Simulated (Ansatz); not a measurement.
```yaml
crystal:
  periodic: [false, false, false]
  atoms:
    - {symbol: B, position_ang: [0.103962, 1.134827, -0.457969]}
    - {symbol: C, position_ang: [1.183277, 0.509537, 0.497900]}
    - {symbol: N, position_ang: [0.868726, -0.685851, 0.845108]}
    - {symbol: C, position_ang: [-0.377890, -1.039709, 0.229827]}
    - {symbol: N, position_ang: [-0.812236, 0.094521, -0.555747]}
    - {symbol: H, position_ang: [0.012891, 2.193585, -0.995553]}
    - {symbol: H, position_ang: [2.111584, 0.923714, 0.887591]}
    - {symbol: H, position_ang: [-0.231004, -1.933919, -0.388357]}
    - {symbol: H, position_ang: [-1.102585, -1.297909, 1.011808]}
    - {symbol: H, position_ang: [-1.673525, 0.050104, -1.071708]}
basis:
  gaussian: {orbitals: def2-TZVP, fitting: {mean_field: def2-universal-jkfit}, nuclear_model: gaussian}
total_charge: -1
magnetization: {spin_polarized: true, initial_magnetization: 1}
hamiltonian: {xc: {name: wPBEh}}
output: {forces: true}
```

```sh
$ ansatz run in.yaml --threads 2 --pin off --events-out ev --progress --plain --max-ram 4352MiB
```

Shortened log:

```
Functional definition: wPBEh
469 factors; integrals over basis functions are off by at most 4.0e-1 eV
469 factors; integrals over basis functions are off by at most 1.8e-7 eV
mean field evaluation 1: about -5802.1583 eV, gradient 3.2e1 eV
mean field evaluation 2: about -5790.0136 eV, gradient 5.5e1 eV
mean field evaluation 4: about -5806.8734 eV, gradient 6.3e0 eV
mean field evaluation 8: about -5807.0419 eV, gradient 2.9e-1 eV
mean field evaluation 16: about -5807.0425 eV, gradient 2.8e-4 eV
mean field -5807.04251429 eV, -213.4048762454 hartree, gradient 3.2e-5 eV, S^2 0.755600; 1 other end points of the search recorded, 0 dependent functions left out
reference -5807.04255937 eV, -213.4048779022 hartree; 19, 18 occupied and 166, 167 virtual orbitals, 469 factors
Total energy: -5807.04255937 eV, -213.4048779022 hartree
Atom 0 at     0.103962     1.134827    -0.457969 Å, force     2.366338     0.920151     1.054971 eV/Å
Atom 1 at     1.183277     0.509537     0.497900 Å, force    -0.326904     3.126055    -1.623449 eV/Å
Atom 2 at     0.868726    -0.685851     0.845108 Å, force    -0.506710    -2.746243     0.931861 eV/Å
Atom 3 at    -0.377890    -1.039709     0.229827 Å, force     0.431961     0.397949     0.088465 eV/Å
Atom 4 at    -0.812236     0.094521    -0.555747 Å, force    -1.511104    -1.357060    -0.324232 eV/Å
Atom 5 at     0.012891     2.193585    -0.995553 Å, force    -0.075832     0.332563    -0.198289 eV/Å
Atom 6 at     2.111584     0.923714     0.887591 Å, force     0.122672     0.116383     0.023560 eV/Å
Atom 7 at    -0.231004    -1.933919    -0.388357 Å, force    -0.119635    -0.501196    -0.298373 eV/Å
Atom 8 at    -1.102585    -1.297909     1.011808 Å, force    -0.472328    -0.243861     0.268172 eV/Å
Atom 9 at    -1.673525     0.050104    -1.071708 Å, force     0.091543    -0.044741     0.077313 eV/Å
Dipole moment:    -0.572305    -0.375695    -0.185593 e Å
```

Run time 14 s (2 threads of an AMD EPYC on a shared host); peak host memory 0.44 GiB.
